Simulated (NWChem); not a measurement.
Species: SeCl4; SMILES Cl[Se](Cl)(Cl)Cl

```xyz
5

Se     0.0000     0.0000     0.3853
Cl     1.7210     0.0000    -1.0127
Cl     0.0000     2.3433     0.6274
Cl    -1.7210     0.0000    -1.0127
Cl     0.0000    -2.3433     0.6274
```
Atoms are numbered in this order, from 1.

Computed with NWChem. Medium grid unless said otherwise, to which SCAN and Minnesota functionals are sensitive. All runs use the structure optimised with PBE-D3(BJ)/def2-SVP. B3LYP is NWChem's, with the RPA form of VWN correlation.

Q: Order these by “dipole (D)”, lowest first: SCAN/def2-SVP; PBE0/def2-SVP; B3LYP/def2-SVP.

A: SCAN/def2-SVP (0.05), B3LYP/def2-SVP (0.16), PBE0/def2-SVP (0.21)
